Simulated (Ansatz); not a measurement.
Stepwise reaction of `[F][Sn][F]` with water, as a gas-phase model of exchange steps in deposition or etching. ΔE in kJ/mol; ΔG adds harmonic PBE0-D4 terms to CCSD(T)/CBS, at 1 bar.

Computed with Ansatz on PBE0-D4/def2-TZVP structures; ΔE is electronic, products minus reactants. CCSD(T)/CBS adds triple-zeta CCSD(T) − MP2 to the extrapolated MP2 energy (def2 sets, frozen cores). This one scheme is used for every species. Functionals use def2-TZVPP. B3LYP here is the variant with VWN-RPA as its local correlation; programs differ in this. Elements past krypton have def2 core potentials. For Sn outer-core shells are correlated without core-valence functions, which leaves a few kJ/mol of doubt a bond. One conformer a species, not always the lowest.

| step | reaction | PBE-D4 | B3LYP-D4 | ωB97M-V | CCSD(T)/CBS | ΔG(400 K) |
| --- | --- | --- | --- | --- | --- | --- |
| 1 | `[F][Sn][F]` + H₂O → `[OH][Sn][F]` + H–F | 44.7 | 47.1 | 46.9 | 41.4 | 41.1 |
| 2 | `[OH][Sn][F]` + H₂O → `[OH][Sn][OH]` + H–F | 35.0 | 36.7 | 35.5 | 31.7 | 34.4 |

Problem. By hand: ΔE of the 2 steps together at CCSD(T)/CBS.

Solution. (41.4) + (31.7) = 73.1 kJ/mol, or 36.5 kJ/mol a step.

In ΔE each step is lower than the one before. All are uphill at CCSD(T)/CBS. ΔG lies between 34.4 and 41.1 kJ/mol a step. PBE-D4 differs from CCSD(T)/CBS by 3.3 to 3.3 kJ/mol a step. Isolated molecules leave out the surface, adducts and barriers. Largest T1 diagnostic: 0.018.
